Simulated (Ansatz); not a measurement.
The cluster Sn5⁻. Total charge -1; doublet. Geometry PBE-D4/def2-SVPD, basis def2-TZVPD, Ansatz.

Cartesian coordinates in Å:
```
Sn 1.827 -1.365 -1.699
Sn -0.591 1.281 2.466
Sn -1.430 1.440 -0.269
Sn 1.194 -0.074 0.739
Sn -1.000 -1.281 -1.238
```

| run | HOMO (eV) | LUMO (eV) |
| --- | --- | --- |
| A | -0.52 | 0.26 |
| B | -0.27 | 0.14 |
| C | -1.32 | 1.30 |
| D | -0.90 | 0.67 |

In the def2 sets Sn takes a core potential; there is no spin–orbit coupling. Another isomer (doublet) lies 0.85 eV lower at PBE0-D4/def2-TZVPD; other spin states weren't run for this one.

HOMO and LUMO are taken over both spins.

The runs used BHLYP, PBE, PBE0, r2SCAN. Estimate which is which.

A r2SCAN (0 % exact exchange); B PBE (0 % exact exchange); C BHLYP (50 % exact exchange); D PBE0 (25 % exact exchange). Exact exchange lowers occupied and raises empty levels; among semilocal functionals meta-GGAs tend to open the gap a little, and such runs are hard to tell apart. The gap grows from 0.40 eV (PBE) to 2.62 eV (BHLYP).
